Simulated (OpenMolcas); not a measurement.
# Pd III: effect of the active space

```yaml
Program: OpenMolcas
Method: CASSCF
Basis: ANO-RCC-MB
Scalar_Hamiltonian: DKH2, point nucleus
Spin-orbit_coupling: state interaction with AMFI integrals over the reference wave functions, term energies averaged over their components
```

A. 8 electrons in 5 orbitals (4d); 2S+1 = 3 even, 10 roots; 2S+1 = 1 even, 15 roots; cost of the order of 2.9 core-seconds
B. 8 electrons in 6 orbitals (4d 5s); 2S+1 = 3 even, 10 roots; 2S+1 = 1 even, 15 roots kept (CI in the orbitals of an earlier block); cost roughly 19 core-seconds

Energies in cm⁻¹ above 4d⁸ ³F₄, the measured ground level; measured values from Moore, Atomic Energy Levels, vol. III, NSRDS-NBS 35 (1971 reprint of NBS Circular 467, 1958).

| Level | A | B | Measured |
| --- | --- | --- | --- |
| 4d⁸ ³F₄ | 0.0 | 0.0 | 0.0 |
| 4d⁸ ³F₃ | 2670 | 2669 | 3230 |
| 4d⁸ ³F₂ | 4122 | 4117 | 4687 |
| 4d⁸ ¹D₂ [55 %] | 11758 | 11650 |  |
| 4d⁸ ³P₁ | 15272 | 15131 | 13470 |
| 4d⁸ ³P₂ [60 %] | 15482 | 15357 | 14634 |
| 4d⁸ ³P₀ | 15558 | 15420 | 13699 |
| 4d⁸ ¹G₄ | 18744 | 18697 | 17880 |
| 4d⁸ ¹S₀ | 43784 | 43786 |  |

Deviations, from unrounded energies. A percentage is the sum of absolute deviations over the sum of measured energies, with the sign that they share, or ± where signs differ.

| Against measurement | Levels | A | B |
| --- | --- | --- | --- |
| mean absolute deviation (cm-1) | 6 | 1100 | 1000 |
| fine structure of the ground term (%) | 2 | -14.2 | -14.3 |
| other terms of the ground configuration (%) | 4 | +9.0 | +8.2 |

B lies closest to measurement on these levels. The largest miss of B in the table is 4d⁸ ³P₀, by +1700 cm-1. The ranking rests on the paired levels alone, and a cruder setting can come out closer through cancelling errors.

Between A and B the level of the table that moves most is 4d⁸ ³P₁, by 140 cm-1 (lowest in B, highest in A).

Without dynamic correlation excited terms often stand tens of per cent too high (terms of higher spin than the ground term too low), and those without a measured partner can miss by more than the paired ones. Levels of configurations with an s electron are missing; early in the row they begin among the upper levels of the d shell and mix with terms of their name (holds for A). Terms from blocks run as CI alone lack orbitals of their own (holds for B). Measured partners are found by configuration, term and J. A level has none where our copy of the source lacks it or the pairing is in doubt (some pairs that miss far off the trend of their configuration count as doubtful), and it then counts in no deviation. Levels of configurations outside the active space are missing.

A share in square brackets marks a mixed level and gives the weight of the term that names it, the lowest over the columns.
